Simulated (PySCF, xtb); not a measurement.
C₃H₉O₃Si, SMILES CO[Si](OC)OC (connectivity only; charge and spin as stated), charge +1, multiplicity 1. The values are those of a single conformer.

Harmonic wavenumbers (cm⁻¹) from GFN2-xTB run with xtb 6.7.1 at its own minimum, in rising order: 59, 64, 67, 94, 94, 97, 151, 152, 211, 294, 336, 337, 644, 845, 846, 1096, 1097, 1099, 1107, 1108, 1108, 1195, 1287, 1289, 1392, 1401, 1401, 1431, 1432, 1432, 1433, 1433, 1434, 3013, 3014, 3015, 3015, 3015, 3017, 3032, 3032, 3034.

What does B3LYP-D3(BJ)/def2-SVP in PySCF give at its own minimum? (An estimate is asked for; the answer gives what the named calculation found.)

66, 66, 66, 88, 88, 89, 143, 143, 190, 329, 359, 359, 621, 855, 855, 1145, 1167, 1167, 1168, 1168, 1169, 1198, 1250, 1250, 1464, 1464, 1464, 1467, 1470, 1470, 1474, 1479, 1479, 3066, 3066, 3067, 3181, 3181, 3181, 3189, 3189, 3189. Paired by order, the mean absolute difference is 52 cm⁻¹ and the zero-point energies are 78.1 and 80.8 kcal/mol.
